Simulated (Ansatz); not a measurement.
Ti(Me)(H)3 (CH6Ti), SMILES [CH3][TiH3], multiplicity 1.

The structure is a stationary point at B3LYP-D3(BJ)/def2-TZVP. A frequency run showed that this geometry is not a minimum. The spin state was assumed, not searched. The structure was generated by enumeration; whether it is a known compound was not checked.

Two levels are set side by side: PBE/def2-TZVPD (Ansatz, a first-principles code) and CAM-B3LYP/def2-TZVPD (Ansatz). Energy differences of separate SCF runs at the same geometry; the states with an electron removed or added have multiplicity 2 and 2. Differences are taken from unrounded values.

| quantity | PBE |
|---|---|
| vertical ionisation energy (eV) | 10.13 |
| vertical electron affinity (eV) | 0.81 |
| vertical singlet–triplet gap (eV) | 2.85 |

Problem. These are the PBE values. What does CAM-B3LYP give? (The exact figures need the calculation; the answer reports its results.)

Solution. 
```json
[
 {"quantity": "vertical ionisation energy (eV)", "CAM-B3LYP": "10.46", "PBE minus CAM-B3LYP": "-0.33"},
 {"quantity": "vertical electron affinity (eV)", "CAM-B3LYP": "1.24", "PBE minus CAM-B3LYP": "-0.44"},
 {"quantity": "vertical singlet–triplet gap (eV)", "CAM-B3LYP": "2.94", "PBE minus CAM-B3LYP": "-0.09"}
]
```
